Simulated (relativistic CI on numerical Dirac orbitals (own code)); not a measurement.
**Fe3+: resonant inelastic scattering at the L2,3 edge**

Computed with this model: Dirac-Coulomb-Breit CI, KLI orbitals optimised for each configuration, model QED (radiative potential, 1s self-energy scaled to tabulated hydrogen-like ionisation energies), Kramers-Heisenberg scattering through one core-hole configuration in a parametric crystal field, unscaled Slater integrals; configurations [Ar] 3d5 → [He] 2s2 2p5 3s2 3p6 3d6; 80 K; core-hole width 0.4 eV; summed over polarisations. Incident energies are the highest absorption maxima for each field (at most a few, so the weaker spin-orbit partner edge can be absent), on the computed scale of the free ion. Intensities are in per cent of the strongest line above 0.02 eV; levels within 1 cm⁻¹ are merged; final levels count from the ground level, the first row holds all elastic scattering, lines under 0.4 are left out and each table stops after 24 rows. The scale of the Slater integrals is a model choice and moves the terms in proportion.

Field parameters in Wybourne normalisation: Oh B⁴₀ = 21Dq, B⁴₄ = √(5/14) B⁴₀. The field is a parameter set, without covalency.

S is read from ⟨S²⟩ = S(S + 1).

Oh, 10Dq = 4100 cm⁻¹:

| Final level (eV) | Degeneracy | Irrep | S | 712.9 eV | 714.6 eV | 728.1 eV |
| --- | --- | --- | --- | --- | --- | --- |
| 0.000 | 6 | Γ7+Γ8 | 2.50 | 3404.9 | 561.0 | 183.3 |
| 4.321 | 2 | Γ7 | 1.50 | 3.8 | 4.0 | 1.2 |
| 4.323 | 4 | Γ8 | 1.50 | 21.1 | 20.6 | 11.0 |
| 4.329 | 4 | Γ8 | 1.50 | 22.0 | 3.5 | 3.1 |
| 4.335 | 2 | Γ6 | 1.50 | 33.3 | 1.7 | 5.8 |
| 4.517 | 2 | Γ7 | 1.50 | 7.6 | 1.4 | 0.6 |
| 4.521 | 4 | Γ8 | 1.50 | 24.0 | 8.4 | 5.5 |
| 4.525 | 2 | Γ6 | 1.50 | 1.8 | 1.2 | 0.6 |
| 4.526 | 4 | Γ8 | 1.50 | 10.7 | 3.9 | 4.2 |
| 4.559 | 4 | Γ8 | 1.50 | 7.3 | 4.2 | 1.7 |
| 4.559 | 2 | Γ7 | 1.50 | 4.1 | 2.4 | 1.8 |
| 4.561 | 4 | Γ8 | 1.50 | 26.4 | 7.0 | 13.5 |
| 4.562 | 2 | Γ6 | 1.50 | 14.4 | 4.0 | 7.4 |
| 5.454 | 4 | Γ8 | 1.50 | 36.9 | 29.6 | 27.8 |
| 5.465 | 2 | Γ7 | 1.50 | 12.2 | 13.3 | 10.4 |
| 5.471 | 4 | Γ8 | 1.50 | 60.3 | 24.6 | 3.6 |
| 5.489 | 2 | Γ6 | 1.50 | 47.3 | 11.1 | 1.4 |
| 5.606 | 2 | Γ6 | 1.50 | 4.9 | 16.5 | 45.5 |
| 5.625 | 4 | Γ8 | 1.50 | 23.0 | 29.1 | 82.4 |
| 5.640 | 2 | Γ7 | 1.50 | 9.9 | 8.9 | 52.3 |
| 5.645 | 4 | Γ8 | 1.50 | 77.1 | 30.3 | 35.3 |
| 5.691 | 2 | Γ6 | 1.50 | 4.1 | 7.6 | 44.2 |
| 5.703 | 4 | Γ8 | 1.50 | 32.2 | 29.3 | 43.0 |
| 5.708 | 2 | Γ7 | 1.50 | 24.2 | 10.5 | 12.4 |

Oh, 10Dq = 9300 cm⁻¹:

```csv
Final level (eV),Degeneracy,Irrep,S,712.9 eV,714.4 eV,714.9 eV
0.000,6,Γ7+Γ8,2.50,6317.1,839.6,660.6
3.771,2,Γ7,1.50,4.3,9.6,26.4
3.774,4,Γ8,1.50,22.2,26.4,56.3
3.785,4,Γ8,1.50,18.6,23.2,17.6
3.793,2,Γ6,1.50,34.6,4.5,10.8
4.338,2,Γ7,1.50,11.5,14.0,3.0
4.346,4,Γ8,1.50,32.4,30.5,6.2
4.359,2,Γ6,1.50,5.2,9.1,3.3
4.361,4,Γ8,1.50,22.9,11.3,7.5
4.558,4,Γ8,1.50,14.4,13.8,11.1
4.559,2,Γ7,1.50,11.2,2.6,6.6
4.561,4,Γ8,1.50,31.5,5.4,20.3
4.561,2,Γ6,1.50,19.6,6.4,10.5
5.125,2,Γ7,0.51,1.3,3.6,4.1
5.211,4,Γ8,0.51,1.2,4.2,2.4
5.391,4,Γ8,1.50,92.8,100.0,20.0
5.397,2,Γ6,1.50,5.5,59.1,18.3
5.438,4,Γ8,1.49,25.7,57.6,33.0
5.460,2,Γ7,1.49,8.0,20.8,9.2
5.672,2,Γ7,1.50,12.7,18.4,39.3
5.677,4,Γ8,1.50,29.0,38.3,65.5
5.684,2,Γ6,1.50,12.7,27.6,28.0
5.843,2,Γ7,0.52,0.9,1.3,0.6
5.865,4,Γ8,0.51,0.5,1.8,1.7
```

Oh, 10Dq = 14500 cm⁻¹:

```csv
Final level (eV),Degeneracy,Irrep,S,711 eV,713.1 eV,715.1 eV
0.000,6,Γ7+Γ8,2.50,735.8,7838.3,1112.4
3.167,2,Γ7,1.49,1.5,83.5,59.2
3.173,4,Γ8,1.50,4.3,79.8,100.0
3.187,4,Γ8,1.50,1.5,50.6,32.6
3.197,2,Γ6,1.50,0.9,14.6,24.4
3.953,2,Γ7,0.82,0.2,6.4,6.3
3.988,4,Γ8,1.31,1.2,46.3,23.7
4.022,2,Γ6,1.50,1.8,8.2,12.7
4.023,6,Γ7+Γ8,1.44,2.3,55.0,23.4
4.086,4,Γ8,0.82,0.3,12.4,3.9
4.556,4,Γ8,1.49,1.3,11.8,5.3
4.558,2,Γ7,1.50,1.5,3.6,8.7
4.560,2,Γ6,1.50,1.2,12.6,5.6
4.561,4,Γ8,1.50,3.6,10.1,12.0
5.232,2,Γ7,0.90,1.5,4.6,8.5
5.233,4,Γ8,1.49,1.7,61.2,20.0
5.236,2,Γ6,1.49,1.3,15.2,12.8
5.280,4,Γ8,1.48,3.6,11.3,24.3
5.302,4,Γ8,0.55,0.1,2.7,4.4
5.340,2,Γ7,1.24,2.9,9.2,6.2
5.349,2,Γ6,0.53,0.0,0.8,0.6
5.555,2,Γ7,0.56,0.1,4.7,6.6
5.559,4,Γ8,0.54,0.1,3.5,7.0
5.687,2,Γ7,1.47,0.6,8.0,72.9
```

For the first field the strongest loss at the lowest incident energy is the level at 5.64 eV (S = 1.50, against 2.50 in the thermal ground state). Levels of other spin, the first over 8 % at 4.32 eV, appear because spin-orbit coupling of the core hole, and in heavier ions of the valence shell too, mixes spins.
